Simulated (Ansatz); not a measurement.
Ansatz (an electronic-structure program) input for C₄H₁₀Si₂, SMILES [SiH2]([SiH2]CC)C#C, PBE-D3(BJ)/def2-SVP. 

Ansatz 0.2 input:
```yaml
crystal:
  periodic: [false, false, false]
  atoms:
    - {symbol: C, position_ang: [2.39613093, 0.71308301, -1.57456979]}
    - {symbol: C, position_ang: [1.82546773, 0.73636579, -0.49862346]}
    - {symbol: Si, position_ang: [0.88303410, 0.69380704, 1.08234407]}
    - {symbol: Si, position_ang: [-0.70921946, -1.02915130, 0.87390554]}
    - {symbol: C, position_ang: [-1.46422584, -0.95395034, -0.86389930]}
    - {symbol: C, position_ang: [-2.08715323, 0.40248881, -1.21645997]}
    - {symbol: H, position_ang: [2.90863675, 0.70105981, -2.51919561]}
    - {symbol: H, position_ang: [1.82986592, 0.46791507, 2.21272803]}
    - {symbol: H, position_ang: [0.22882498, 2.02113709, 1.27792119]}
    - {symbol: H, position_ang: [-0.03928405, -2.34602899, 1.09924947]}
    - {symbol: H, position_ang: [-1.76316852, -0.85671977, 1.92185248]}
    - {symbol: H, position_ang: [-0.65897538, -1.20132932, -1.57712087]}
    - {symbol: H, position_ang: [-2.21195388, -1.76188032, -0.94860933]}
    - {symbol: H, position_ang: [-2.53607792, 0.39205914, -2.22292323]}
    - {symbol: H, position_ang: [-1.33221913, 1.20569583, -1.20529080]}
    - {symbol: H, position_ang: [-2.88037128, 0.68498734, -0.50479052]}
basis:
  gaussian:
    orbitals: def2-SVP
hamiltonian:
  xc: pbe
  dispersion: d3bj
relax: {f_tol: 0.002, max_steps: 200}
```

It prints:

```
WARN ansatz: RAYON_NUM_THREADS=2 ignored (pool sized by the plan → 2); use --threads N
Functional definition: PBE
integrals: 0.09 GiB planned
1604 factors; their error is unknown
mean field: 0.50 GiB planned
mean field evaluation 1: about -20028.6377 eV, gradient 7.1e1 eV
mean field evaluation 2: about -20005.0970 eV, gradient 1.1e2 eV
mean field evaluation 4: about -20041.8170 eV, gradient 1.4e1 eV
mean field evaluation 8: about -20042.3007 eV, gradient 2.2e-1 eV
mean field evaluation 16: about -20042.2031 eV, gradient 8.9e-4 eV
mean field -20042.20310723 eV, -736.5373790973 hartree, gradient 6.4e-5 eV, S^2 0.000000; 0 other end points of the search recorded, 0 dependent functions left out
the calculation of the forces begins
reference -20042.20315027 eV, -736.5373806793 hartree; 31, 31 occupied and 111, 111 virtual orbitals, 1604 factors
relax step   1: F+E_penalty+E_count = -20042.61027419 eV  Δ(F+E_penalty+E_count) = +0.000e0 eV  max|allowed force component| = 9.816e-1 eV/Å  Δτ_max = 0.0000 Å  (29 SCF iters, accepted)
these checks for a lower state are left out or cut short: starts, cluster_reference, orbital_swaps, neighbouring_geometries, increment
integrals: 0.09 GiB planned
1604 factors; their error is unknown
mean field: 0.50 GiB planned
mean field -20042.22272424 eV, -736.5381000094 hartree, gradient 1.3e-5 eV, S^2 0.000000; 0 other end points of the search recorded, 0 dependent functions left out
the calculation of the forces begins
reference -20042.22276745 eV, -736.5381015973 hartree; 31, 31 occupied and 111, 111 virtual orbitals, 1604 factors
relax step   2: F+E_penalty+E_count = -20042.62853667 eV  Δ(F+E_penalty+E_count) = -1.826e-2 eV  max|allowed force component| = 8.017e-2 eV/Å  Δτ_max = 0.0158 Å  (32 SCF iters, accepted)
these checks for a lower state are left out or cut short: starts, cluster_reference, orbital_swaps, neighbouring_geometries, increment
integrals: 0.09 GiB planned
1604 factors; their error is unknown
mean field: 0.50 GiB planned
mean field evaluation 32: about -20042.2242 eV, gradient 1.2e-5 eV
mean field -20042.22416491 eV, -736.5381529531 hartree, gradient 1.2e-5 eV, S^2 0.000000; 0 other end points of the search recorded, 0 dependent functions left out
the calculation of the forces begins
reference -20042.22420817 eV, -736.5381545427 hartree; 31, 31 occupied and 111, 111 virtual orbitals, 1604 factors
relax step   3: F+E_penalty+E_count = -20042.62951130 eV  Δ(F+E_penalty+E_count) = -9.746e-4 eV  max|allowed force component| = 1.829e-2 eV/Å  Δτ_max = 0.0066 Å  (25 SCF iters, accepted)
these checks for a lower state are left out or cut short: starts, cluster_reference, orbital_swaps, neighbouring_geometries, increment
integrals: 0.09 GiB planned
1604 factors; their error is unknown
mean field: 0.50 GiB planned
mean field -20042.22430180 eV, -736.5381579837 hartree, gradient 2.2e-5 eV, S^2 0.000000; 0 other end points of the search recorded, 0 dependent functions left out
the calculation of the forces begins
reference -20042.22434506 eV, -736.5381595735 hartree; 31, 31 occupied and 111, 111 virtual orbitals, 1604 factors
relax step   4: F+E_penalty+E_count = -20042.62953417 eV  Δ(F+E_penalty+E_count) = -2.287e-5 eV  max|allowed force component| = 8.672e-3 eV/Å  Δτ_max = 0.0037 Å  (23 SCF iters, accepted)
these checks for a lower state are left out or cut short: starts, cluster_reference, orbital_swaps, neighbouring_geometries, increment
integrals: 0.09 GiB planned
1604 factors; their error is unknown
mean field: 0.50 GiB planned
mean field -20042.22436476 eV, -736.5381602973 hartree, gradient 1.6e-5 eV, S^2 0.000000; 0 other end points of the search recorded, 0 dependent functions left out
the calculation of the forces begins
reference -20042.22440802 eV, -736.5381618871 hartree; 31, 31 occupied and 111, 111 virtual orbitals, 1604 factors
relax step   5: F+E_penalty+E_count = -20042.62954743 eV  Δ(F+E_penalty+E_count) = -1.326e-5 eV  max|allowed force component| = 4.144e-3 eV/Å  Δτ_max = 0.0018 Å  (22 SCF iters, accepted)
these checks for a lower state are left out or cut short: starts, cluster_reference, orbital_swaps, neighbouring_geometries, increment
integrals: 0.09 GiB planned
1604 factors; their error is unknown
mean field: 0.50 GiB planned
mean field -20042.22443006 eV, -736.5381626969 hartree, gradient 1.3e-5 eV, S^2 0.000000; 0 other end points of the search recorded, 0 dependent functions left out
the calculation of the forces begins
reference -20042.22447332 eV, -736.5381642870 hartree; 31, 31 occupied and 111, 111 virtual orbitals, 1604 factors
relax step   6: F+E_penalty+E_count = -20042.62955420 eV  Δ(F+E_penalty+E_count) = -6.764e-6 eV  max|allowed force component| = 4.710e-3 eV/Å  Δτ_max = 0.0045 Å  (23 SCF iters, accepted)
these checks for a lower state are left out or cut short: starts, cluster_reference, orbital_swaps, neighbouring_geometries, increment
integrals: 0.09 GiB planned
1604 factors; their error is unknown
mean field: 0.50 GiB planned
mean field -20042.22450388 eV, -736.5381654098 hartree, gradient 1.9e-5 eV, S^2 0.000000; 0 other end points of the search recorded, 0 dependent functions left out
the calculation of the forces begins
reference -20042.22454715 eV, -736.5381670000 hartree; 31, 31 occupied and 111, 111 virtual orbitals, 1604 factors
relax step   7: F+E_penalty+E_count = -20042.62955876 eV  Δ(F+E_penalty+E_count) = -4.565e-6 eV  max|allowed force component| = 2.594e-3 eV/Å  Δτ_max = 0.0023 Å  (22 SCF iters, accepted)
these checks for a lower state are left out or cut short: starts, cluster_reference, orbital_swaps, neighbouring_geometries, increment
integrals: 0.09 GiB planned
1604 factors; their error is unknown
mean field: 0.50 GiB planned
mean field -20042.22455867 eV, -736.5381674234 hartree, gradient 2.0e-5 eV, S^2 0.000000; 0 other end points of the search recorded, 0 dependent functions left out
the calculation of the forces begins
reference -20042.22460194 eV, -736.5381690136 hartree; 31, 31 occupied and 111, 111 virtual orbitals, 1604 factors
relax step   8: F+E_penalty+E_count = -20042.62956109 eV  Δ(F+E_penalty+E_count) = -2.327e-6 eV  max|allowed force component| = 2.157e-3 eV/Å  Δτ_max = 0.0024 Å  (22 SCF iters, accepted)
these checks for a lower state are left out or cut short: starts, cluster_reference, orbital_swaps, neighbouring_geometries, increment
integrals: 0.09 GiB planned
1604 factors; their error is unknown
mean field: 0.50 GiB planned
mean field evaluation 64: about -20042.2246 eV, gradient 1.2e-1 eV
mean field -20042.22461577 eV, -736.5381695219 hartree, gradient 9.6e-6 eV, S^2 0.000000; 0 other end points of the search recorded, 0 dependent functions left out
the calculation of the forces begins
reference -20042.22465905 eV, -736.5381711123 hartree; 31, 31 occupied and 111, 111 virtual orbitals, 1604 factors
relax step   9: F+E_penalty+E_count = -20042.62956258 eV  Δ(F+E_penalty+E_count) = -1.491e-6 eV  max|allowed force component| = 8.913e-4 eV/Å  Δτ_max = 0.0031 Å  (23 SCF iters, accepted)
integrals: 0.09 GiB planned
1604 factors; their error is unknown
mean field: 0.50 GiB planned
mean field -20042.22461577 eV, -736.5381695219 hartree, gradient 9.7e-6 eV, S^2 0.000000; 1 other end points of the search recorded, 0 dependent functions left out
the calculation of the forces begins
reference -20042.22465905 eV, -736.5381711123 hartree; 31, 31 occupied and 111, 111 virtual orbitals, 1604 factors
Total energy: -20042.62960586 eV, -736.5530526330 hartree
Atom 0 at     2.412795     0.707656    -1.580588 Å, force     0.000336     0.000228     0.000517 eV/Å
Atom 1 at     1.836954     0.735306    -0.494286 Å, force    -0.000281    -0.000502    -0.000507 eV/Å
Atom 2 at     0.888934     0.695162     1.084757 Å, force    -0.000162     0.000448     0.000562 eV/Å
Atom 3 at    -0.709134    -1.027780     0.872275 Å, force    -0.000369     0.000354    -0.000670 eV/Å
Atom 4 at    -1.468247    -0.951428    -0.870667 Å, force     0.000733     0.000051    -0.000018 eV/Å
Atom 5 at    -2.102507     0.401580    -1.217359 Å, force     0.000328    -0.000102     0.000891 eV/Å
Atom 6 at     2.931212     0.693993    -2.530568 Å, force    -0.000065    -0.000109    -0.000259 eV/Å
Atom 7 at     1.838147     0.465835     2.230207 Å, force     0.000023     0.000072     0.000040 eV/Å
Atom 8 at     0.232102     2.036422     1.282084 Å, force     0.000020    -0.000121    -0.000264 eV/Å
Atom 9 at    -0.032230    -2.355257     1.101705 Å, force     0.000102    -0.000131    -0.000080 eV/Å
Atom 10 at    -1.768390    -0.852182     1.933268 Å, force     0.000025    -0.000085    -0.000068 eV/Å
Atom 11 at    -0.652078    -1.194090    -1.585368 Å, force    -0.000359    -0.000004    -0.000030 eV/Å
Atom 12 at    -2.210519    -1.774769    -0.954741 Å, force    -0.000177    -0.000114     0.000062 eV/Å
Atom 13 at    -2.551502     0.394319    -2.232046 Å, force     0.000058    -0.000004    -0.000099 eV/Å
Atom 14 at    -1.350419     1.217967    -1.199420 Å, force    -0.000184    -0.000044     0.000089 eV/Å
Atom 15 at    -2.905803     0.676806    -0.502736 Å, force    -0.000028     0.000063    -0.000165 eV/Å
Dipole moment:    -0.101503    -0.054273    -0.228754 e Å
```

Self-consistency was reached.
